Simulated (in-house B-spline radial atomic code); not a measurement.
The numbers below are computed, except where a source is named.
**Two electrons in Ge: a parabolic dot with ħω = 19.2 meV in all three directions with an ionised donor at its centre**

For Ge the NSM archive of the Ioffe Institute lists m_l = 1.6 m0, m_t = 0.08 m0 and ε = 16.2; the model takes one isotropic valley with the conductivity mass 3/(1/m_l + 2/m_t) = 0.117 m0, and so misses anisotropy and the other valleys. All triplets below are those of one valley; with several valleys two electrons can form a triplet in the 1s orbital itself, at an energy set by the valley splitting. Real donors also feel a central-cell potential, which shifts the ground state.

Effective-mass model with parabolic bands, a uniform dielectric constant, no image charges, no central-cell or spin-orbit terms. Two-electron levels come from full CI in B-splines with partial waves to l = 5 (up to 0.001 effective hartree above the limit).

Q: What are the effective units, and what is the potential in them?

A: Ha* = 27211.386 meV × 0.117/16.2² = 12.13 meV and a* = 0.0529177 nm × 16.2/0.117 = 7.327 nm. The frequency is ω = 1.58 Ha*, with −1/r added.

In these units the lowest s and p orbitals lie at 0.7677 and 2.9664, and their Coulomb and exchange integrals are J_ss = 1.2238, J_sp = 0.9244 and K_sp = 0.163. Full CI gives 2.6751 for the ground singlet, 4.4753 for the sp triplet, 4.7502 for the sp singlet and 5.7688 for the lowest triplet of two s orbitals.

Q: What does it cost to add the second electron, to first order and exactly?

A: To first order E = 2ε_s + J_ss = 2.7593, so the charging energy E(2) − 2E(1) is J_ss = 14.85 meV. CI gives 2.6751 − 2 × (0.7677) = 1.1396, or 13.82 meV: relaxation and correlation lower it by 1.022 meV, 6.9 % of J_ss. The s² configuration of one-electron orbitals holds 98.3 % of the state, and the mean radius is 5.83 nm.

Q: How far above the singlet do the triplets lie?

A: To first order the sp triplet lies at ε_s + ε_p + J_sp − K_sp = 4.4955, which is 21.06 meV above 2ε_s + J_ss. CI gives 4.4753 − (2.6751) = 1.8002, or 21.84 meV, 82 % of the orbital spacing of 26.67 meV. The ss triplet lies 37.53 meV up, so the lower of the two is the sp one, and its gap equals k_BT at 253 K. The sp singlet-triplet splitting is 3.335 meV, against 2K_sp = 3.955 meV.
